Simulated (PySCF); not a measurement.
## C4H3Cl2N: core ionisation energies

Species: C4H3Cl2N.
Geometry (GFN2-xTB, Å), atoms numbered from 1 in this order:
```xyz
10
C4H3Cl2N angstrom
N     -1.7526    2.2192   -0.6229
C     -1.4246    1.1715   -0.3108
C     -0.9984   -0.1535    0.0858
C      0.4408   -0.3663   -0.2992
Cl     0.7167   -0.5955   -1.9880
C      1.4374   -0.3523    0.5795
Cl     3.0797   -0.5809    0.1528
H     -1.1225   -0.2535    1.1666
H     -1.6348   -0.8853   -0.4198
H      1.2673   -0.1987    1.6335
```

Computed with delta-SCF UKS SCAN, pcX-2 on the ionised atom, pcseg-1 elsewhere, spin-free X2C in PySCF. These are vertical core ionisation energies against the vacuum level, from separate self-consistent calculations with and without the core hole.

Problem. Give the core binding energies atom by atom.

Solution. 
| atom(s) | bonded to | level | binding energy (eV) | 2p1/2 (eV) | above the level's lowest (eV) | count |
| --- | --- | --- | --- | --- | --- | --- |
| Cl7 | C | Cl 2p3/2 | 206.91 | 208.56 | 0.00 | 1 |
| Cl5 | C | Cl 2p3/2 | 206.92 | 208.58 | +0.01 | 1 |
| C6 | Cl, C (double bond) and H | C 1s | 292.47 | – | 0.00 | 1 |
| C2 | N (triple bond) and C | C 1s | 292.55 | – | +0.08 | 1 |
| C4 | Cl, C (double bond) and C | C 1s | 292.81 | – | +0.34 | 1 |
| C3 | 2 C and 2 H | C 1s | 293.12 | – | +0.65 | 1 |
| N1 | C (triple bond) | N 1s | 405.33 | – | 0.00 | 1 |
| Cl7 | C | Cl 1s | 2829.51 | – | 0.00 | 1 |
| Cl5 | C | Cl 1s | 2829.53 | – | +0.02 | 1 |

Lowest listed C 1s: C6, bonded to Cl, C (double bond) and H. Highest, 0.65 eV above it: C3, bonded to 2 C and 2 H. The widest gap between neighbouring values is 0.31 eV, between 292.81 and 293.12 eV.

The 2 Cl 1s values lie within 0.02 eV of each other; Gaussian lines of 0.5 eV full width would blend them into one maximum.

The 2 Cl 2p3/2 values lie within 0.01 eV of each other.

Problem. Which photon energy gives electrons from Cl 2p3/2 of Cl7 a kinetic energy of 100 eV, and what is their de Broglie wavelength?

Solution. hν = 206.91 + 100 = 306.91 eV, recoil neglected; λ = 12.264 Å/√(E/eV) = 1.23 Å.

Problem. Which photon wavelength matches the Cl 2p3/2 of Cl7 threshold?

Solution. λ = hc/E = 12398.42 eV Å / 206.91 eV = 59.922 Å.

2p3/2 and 2p1/2 are the ΔSCF energy of one spin-free 2p hole plus the eigenvalues of a spin–orbit and ligand-field matrix of the shell. 2p1/2 minus 2p3/2 (ligand field included): Cl 1.65 eV. Isolated species at its GFN2-xTB geometry (one conformer only).

On Arm Neoverse V1, one thread, shared host, this took 72 s.
